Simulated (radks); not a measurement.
Values are calculated unless marked as measured or tabulated.
Problem. Species: Co. Configuration: [Ar] 3d7 4s2. Level of theory: Dirac Kohn-Sham, PBE, spin-unpolarised, spherical densities, point nucleus; open shells are shared between the two j in proportion to 2j + 1 (a radial shooting solver on a logarithmic mesh with Libxc functionals). Some entries of the table are withheld. Estimate them.

| orbital | occ. | eigenvalue (Ry) | <r^2> (bohr^2) |
|---|---|---|---|
| 1s1/2 | 2 | -557.9545 | (1) |
| 2s1/2 | 2 | (2) | 0.07698 |
| 2p1/2 | 2 | -57.30031 | 0.06108 |
| 2p3/2 | 4 | -56.21084 | 0.06267 |
| 3s1/2 | 2 | -7.52476 | (3) |
| 3p1/2 | 2 | -4.91442 | (4) |
| 3p3/2 | 4 | -4.77820 | (5) |
| 3d3/2 | 2.8 | (6) | 1.543 |
| 3d5/2 | 4.2 | (7) | 1.567 |
| 4s1/2 | 2 | -0.40201 | 9.789 |

Solution. 
(1) 1s1/2 <r^2> (bohr^2): 0.004247
(2) 2s1/2 eigenvalue (Ry): -66.05522
(3) 3s1/2 <r^2> (bohr^2): 0.6913
(4) 3p1/2 <r^2> (bohr^2): 0.7739
(5) 3p3/2 <r^2> (bohr^2): 0.7927
(6) 3d3/2 eigenvalue (Ry): -0.61149
(7) 3d5/2 eigenvalue (Ry): -0.59736
